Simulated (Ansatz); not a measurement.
Species: C3H4F2O, net charge 0, singlet state. 
Structure (B3LYP-D3(BJ)/def2-TZVP (Ansatz, an electronic-structure program) minimum search):
```xyz
10

F     -0.3333     1.4187     0.7626
C     -0.1539     0.3804    -0.0953
F     -0.5655     0.8030    -1.3194
C      1.2221    -0.2811    -0.0532
O      0.6160    -1.5226     0.3816
C     -0.7192    -0.9618     0.3647
H      1.7111    -0.3734    -1.0239
H      1.9025     0.1340     0.6917
H     -1.1773    -0.9459     1.3546
H     -1.3687    -1.4533    -0.3610
```
Charge 0, spin multiplicity 1.

Basis-set convergence of Hartree-Fock and CCSD correlation energies (hartree) with Ansatz. Valence correlation only, unless marked. No spin-orbit coupling. No relativistic terms.

| basis | functions | E(HF) | E(corr, CCSD) |
|---|---|---|---|
| cc-pVDZ | 104 | -389.64774 | -0.98965 |
| cc-pVTZ | 236 | (withheld) | (withheld) |

Q: What belongs in the gaps?

A: 
- cc-pVTZ, E(HF): -389.77379
- cc-pVTZ, E(corr, CCSD): -1.24358
